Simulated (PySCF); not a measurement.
FH4O4Si, SMILES O[Si-](O)(O)(O)F, charge -1. Atoms are numbered in the order given.

```xyz
10

O     -0.8656     0.1465     1.4571
Si     0.0146    -0.0394     0.0000
O     -0.8656     0.1465    -1.4571
O     -0.1938    -1.7818     0.0000
O      1.7040    -0.2418     0.0000
H     -0.8674     1.0847     1.6618
H     -0.8674     1.0847    -1.6618
H     -1.1224    -2.0144     0.0000
H      1.8546    -1.1907     0.0000
F      0.2851     1.7146     0.0000
```
Charge -1, spin multiplicity 1.

Coordinates come from a PBE0-D3(BJ)/def2-SVPD optimisation. One conformer was computed; it need not be the lowest.

Method: PBE/pcSseg-1 in PySCF.

GIAO shieldings, no solvent; atoms listed in one row are averaged. δ = σ(ref) − σ: ¹⁷O against H2O (σ = 334.3 ppm); ²⁹Si against TMS (σ = 335.4 ppm); ¹H against TMS (σ = 31.49 ppm); ¹⁹F against CFCl3 (σ = 133.6 ppm), references at their B3LYP-D3(BJ)/def2-TZVP geometries, non-relativistic.

Q: Estimate the chemical shifts. (The exact figures need the calculation; the answer reports its results.)

A: 
| nucleus | atoms | count | δ (ppm) |
|---|---|---|---|
| ¹⁷O | O1, O3 | 2 | 75.9 |
| ¹⁷O | O5 | 1 | 65.7 |
| ¹⁷O | O4 | 1 | 52.4 |
| ²⁹Si | Si2 | 1 | -107.0 |
| ¹H | H9 | 1 | 0.71 |
| ¹H | H6, H7 | 2 | 0.56 |
| ¹H | H8 | 1 | -0.80 |
| ¹⁹F | F10 | 1 | -174.4 |
